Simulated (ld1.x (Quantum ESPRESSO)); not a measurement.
**What one change does to a pseudopotential (iron (Fe), RRKJ)**

```
Element                 : Fe
Generator               : ld1.x (Quantum ESPRESSO) 7.5
Type                    : norm-conserving RRKJ (Kleinman–Bylander form)
Functional              : PBE
Relativity              : scalar-relativistic
Frozen core             : [Ar]
Valence charge          : 8
Reference configuration : 3d6.5 4s1.5 4p0
Partial waves           : 4s (bound): rc 2.10 bohr; 4p (bound, empty): rc 3.45 bohr; 3d (bound): rc 1.10 bohr
Local potential         : all-electron potential smoothed inside 2.40 bohr (lloc = -1)
Core correction         : none
rho0                    : 0.005
```

Change: local potential all-electron potential smoothed inside 1.46 bohr (lloc = -1).

Cutoffs: the cutoffs (Ry, on a coarse ladder) from which the occupation-weighted sum of valence levels, in a spherical-Bessel basis at the reference potential, stays within 10 and 1 mRy of its value at 400 Ry; they do not see the model core or the augmentation charge, which bear on the density cutoff. Errors are all-electron minus pseudo energies relative to the spin-unpolarised reference configuration.

Problem. How do hardness, ghosts and transferability respond?

Solution. The potential gets neither clearly harder nor softer (140 Ry and 180 Ry → 140 Ry and 180 Ry); a bound ghost appears in s, which as a rule spoils a file; of the 7 tests that both files solve, the error grows in 1 and shrinks in 6 by more than 15 % and 0.3 meV (median size 38.1 → 25.6 meV); the range in which the s phases agree widens (upper end 1.0 → at the end of the scan); the range in which the d phases agree widens (upper end 0.5 → 3.0). In the separable form a ghost depends on how the local part lies against the semilocal potential of the channel, so the choice of the local part can create or remove one.

| quantity | base | changed |
| --- | --- | --- |
| cutoff, loose | 140 Ry | 140 Ry |
| cutoff, tight | 180 Ry | 180 Ry |
| loose cutoff by channel (10 mRy a level) | s 8 Ry, d 120 Ry | s 18 Ry, d 120 Ry |
| bound ghosts | none | s |
| error for 3d6 4s2 4p0, meV [ΔE 0.73 eV] | -45 | -35 |
| error for 3d6 4s1 4p0, meV [ΔE 9.46 eV] | -11 | -8.2 |
| error for 3d6 4s0 4p0, meV [ΔE 25.66 eV] | +87 | +108 |
| error for 3d6 4s1 4p1, meV [ΔE 4.83 eV] | -38 | -26 |
| error for 3d5 4s0 4p0, meV [ΔE 59.88 eV] | -200 | +47 |
| error for 3d6 4s0 4p2, meV [ΔE 9.18 eV] | -28 | -1.7 |
| error for 3d6 4s1.5 4p0, meV [ΔE 4.21 eV] | -31 | -26 |
| s: phases at 3.75 bohr within 0.05 rad from the reference energy up to (Ry; the scan ends near 5) | 1.0 | to the end of the scan |
| p: phases at 3.75 bohr within 0.05 rad from the reference energy up to (Ry; the scan ends near 5) | 1.5 | 1.2 |
| d: phases at 3.75 bohr within 0.05 rad from the reference energy up to (Ry; the scan ends near 5) | 0.5 | 3.0 |

 A true bound ghost makes a file unfit for plane-wave use even where its test errors are small: the radial tests pick states by their node count and pass the ghost by.
